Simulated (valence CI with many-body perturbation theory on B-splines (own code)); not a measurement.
## E1 transitions of Rh32+

Level of theory: configuration interaction combined with many-body perturbation theory (CI+MBPT): three valence electrons over a frozen Dirac-Fock core [Ne], a basis of 11 s, 11 p, 10 d, 8 f, 5 g, 2 h functions for each j, with the one-electron correlation potential Σ1, the two-electron term Σ2, the three-electron term Σ3, Breit, model QED; selected CI, second order for the rest, scaled by the run's own slope (own B-spline code, finite nucleus).

No measured spectrum was set against this ion. As an estimate, large intervals hold to a few tenths of a per cent, small ones and those within an open d or f shell to about a per cent.

Lines 101 to 150 of 577 in falling wavelength, among levels below 940.85 eV, chosen from the strongest by gf and those to the six lowest levels. Wavelengths and rates use the calculated energies. Electric multipoles are in the length gauge, E1 and E2 with the static RPA response of the core. Weak lines are less certain than strong ones. Lines between different terms over intervals too small for the method are left out, as are lines whose strength nearly cancels. The highest levels of a list are the least certain.

Names give the largest LS component (configuration and term), which can be under half, so a name can repeat, a term be missing and a line seem to break the LS rules; names also repeat where a configuration has a term twice. Letters in brackets count levels of one name in rising energy.

| λ vac (nm) | Upper | Lower | A (s⁻¹) | S (a.u.) with core polarisation | S without |
| --- | --- | --- | --- | --- | --- |
| 11.18 | 3s.3p.3d 4D°_3/2 | 3s.3p2 2D_3/2 | 4.85e+09 | 1.34e-02 | 1.37e-02 |
| 11.16 | 3s.3p.3d 4D°_1/2 | 3s.3p2 2D_3/2 | 1.53e+08 | 2.10e-04 | 2.13e-04 |
| 11.16 | 3d3 2D_5/2 [b] | 3p.3d2 2P°_3/2 [c] | 5.83e+10 | 2.40e-01 | 2.45e-01 |
| 11.14 | 3p.3d2 2F°_7/2 [c] | 3p2.3d 2F_5/2 [c] | 1.19e+11 | 6.52e-01 | 6.67e-01 |
| 11.14 | 3p2.3d 2G_7/2 | 3s.3p.3d 2F°_5/2 [a] | 4.76e+10 | 2.60e-01 | 2.66e-01 |
| 11.12 | 3p2.3d 4F_7/2 | 3s.3p.3d 4P°_5/2 | 2.48e+10 | 1.35e-01 | 1.38e-01 |
| 11.10 | 3p.3d2 4G°_11/2 | 3p2.3d 4F_9/2 | 2.10e+10 | 1.70e-01 | 1.74e-01 |
| 11.08 | 3p2.3d 2D_5/2 [c] | 3s.3p.3d 2P°_3/2 [b] | 5.17e+10 | 2.08e-01 | 2.13e-01 |
| 11.08 | 3p.3d2 2P°_3/2 [b] | 3s.3d2 2P_1/2 | 5.91e+10 | 1.59e-01 | 1.62e-01 |
| 11.03 | 3p.3d2 4D°_7/2 [c] | 3s.3d2 4P_5/2 | 4.16e+10 | 2.21e-01 | 2.26e-01 |
| 11.03 | 3p.3d2 4D°_7/2 [b] | 3s.3d2 4F_9/2 | 7.55e+09 | 4.00e-02 | 4.09e-02 |
| 11.02 | 3p.3d2 4P°_5/2 | 3p2.3d 2P_3/2 [b] | 1.20e+10 | 4.74e-02 | 4.85e-02 |
| 11.01 | 3d3 4F_5/2 | 3p.3d2 4D°_3/2 [c] | 1.56e+10 | 6.19e-02 | 6.33e-02 |
| 11.01 | 3p.3d2 4F°_9/2 | 3s.3d2 4F_7/2 | 2.76e+10 | 1.81e-01 | 1.86e-01 |
| 11.00 | 3d3 2F_5/2 | 3p.3d2 2F°_5/2 [c] | 1.16e+10 | 4.60e-02 | 4.70e-02 |
| 11.00 | 3d3 2F_7/2 | 3p.3d2 2F°_5/2 [c] | 1.05e+10 | 5.54e-02 | 5.66e-02 |
| 10.99 | 3s.3p.3d 4P°_5/2 | 3s.3p2 2D_3/2 | 3.79e+08 | 1.49e-03 | 1.53e-03 |
| 10.96 | 3p2.3d 2F_7/2 [b] | 3s.3p.3d 2F°_7/2 [a] | 5.47e+10 | 2.84e-01 | 2.91e-01 |
| 10.94 | 3s.3p.3d 4F°_3/2 | 3s.3p2 4P_3/2 | 5.17e+07 | 1.34e-04 | 1.38e-04 |
| 10.94 | 3p.3d2 4F°_7/2 | 3s.3d2 4F_7/2 | 9.98e+09 | 5.16e-02 | 5.28e-02 |
| 10.93 | 3d3 2H_9/2 | 3p.3d2 2F°_7/2 [a] | 2.36e+10 | 1.52e-01 | 1.55e-01 |
| 10.92 | 3d3 2G_7/2 | 3p.3d2 2F°_7/2 [a] | 1.07e+10 | 5.51e-02 | 5.62e-02 |
| 10.88 | 3p.3d2 2F°_7/2 [c] | 3s.3d2 2F_7/2 | 3.51e+10 | 1.78e-01 | 1.82e-01 |
| 10.85 | 3p.3d2 2F°_7/2 [b] | 3s.3d2 2F_5/2 | 4.96e+10 | 2.50e-01 | 2.56e-01 |
| 10.84 | 3p2.3d 4F_7/2 | 3s.3p.3d 4F°_7/2 | 9.44e+09 | 4.75e-02 | 4.87e-02 |
| 10.82 | 3p.3d2 2D°_3/2 [b] | 3s.3d2 2D_3/2 | 3.35e+10 | 8.39e-02 | 8.58e-02 |
| 10.81 | 3d3 2D_5/2 [a] | 3p.3d2 2D°_5/2 [b] | 5.57e+10 | 2.08e-01 | 2.13e-01 |
| 10.81 | 3p.3d2 2F°_7/2 [a] | 3p2.3d 2D_5/2 [b] | 1.03e+10 | 5.12e-02 | 5.24e-02 |
| 10.80 | 3p.3d2 4F°_7/2 | 3s.3d2 4F_5/2 [b] | 1.78e+10 | 8.83e-02 | 9.03e-02 |
| 10.78 | 3d3 2D_3/2 [a] | 3p.3d2 2D°_3/2 [b] | 2.09e+10 | 5.17e-02 | 5.28e-02 |
| 10.78 | 3p2.3d 2F_5/2 [b] | 3s.3p.3d 2D°_3/2 [a] | 6.74e+10 | 2.50e-01 | 2.56e-01 |
| 10.77 | 3p.3d2 4G°_9/2 | 3p2.3d 2G_9/2 | 1.62e+10 | 1.00e-01 | 1.02e-01 |
| 10.76 | 3s.3d2 2D_3/2 | 3s.3p.3d 2P°_1/2 [a] | 3.84e+10 | 9.45e-02 | 9.67e-02 |
| 10.75 | 3p.3d2 4P°_5/2 | 3s.3d2 4P_3/2 | 1.63e+10 | 5.98e-02 | 6.12e-02 |
| 10.74 | 3s.3p.3d 2F°_5/2 [b] | 3s.3p2 2P_3/2 | 1.80e+10 | 6.62e-02 | 6.77e-02 |
| 10.73 | 3p.3d2 2P°_1/2 [b] | 3s.3d2 2D_3/2 | 3.72e+10 | 4.53e-02 | 4.64e-02 |
| 10.68 | 3p.3d2 2F°_5/2 [c] | 3p2.3d 2D_3/2 [b] | 7.80e+10 | 2.81e-01 | 2.88e-01 |
| 10.68 | 3p.3d2 2P°_3/2 [c] | 3s.3d2 2P_3/2 | 1.19e+11 | 2.87e-01 | 2.93e-01 |
| 10.67 | 3d3 2F_7/2 | 3p.3d2 2G°_9/2 [b] | 1.74e+10 | 8.33e-02 | 8.51e-02 |
| 10.62 | 3s.3p.3d 4F°_5/2 [b] | 3s.3p2 4P_5/2 | 5.73e+09 | 2.03e-02 | 2.08e-02 |
| 10.62 | 3s.3d2 2F_5/2 | 3s.3p.3d 2F°_7/2 [b] | 1.13e+10 | 4.02e-02 | 4.12e-02 |
| 10.62 | 3p.3d2 4D°_7/2 [b] | 3s.3d2 4F_7/2 | 1.61e+10 | 7.62e-02 | 7.80e-02 |
| 10.62 | 3p.3d2 2F°_5/2 [b] | 3s.3d2 4P_5/2 | 1.42e+10 | 5.02e-02 | 5.13e-02 |
| 10.61 | 3d3 4F_9/2 | 3p.3d2 4D°_7/2 [c] | 2.84e+10 | 1.68e-01 | 1.72e-01 |
| 10.61 | 3s.3p.3d 4F°_5/2 [a] | 3s.3p2 4P_3/2 | 1.60e+08 | 5.66e-04 | 5.78e-04 |
| 10.60 | 3p.3d2 2P°_3/2 [c] | 3s.3d2 2S_1/2 | 3.49e+10 | 8.21e-02 | 8.40e-02 |
| 10.60 | 3p.3d2 2D°_5/2 [c] | 3s.3d2 2F_7/2 | 4.95e+10 | 1.75e-01 | 1.79e-01 |
| 10.59 | 3s.3p.3d 2D°_3/2 [b] | 3s2.3d 2D_3/2 | 5.51e+10 | 1.29e-01 | 1.32e-01 |
| 10.57 | 3d3 2D_3/2 [b] | 3p.3d2 2P°_1/2 [c] | 5.88e+10 | 1.37e-01 | 1.40e-01 |
| 10.57 | 3p.3d2 2H°_9/2 | 3p2.3d 2G_7/2 | 3.27e+10 | 1.91e-01 | 1.95e-01 |
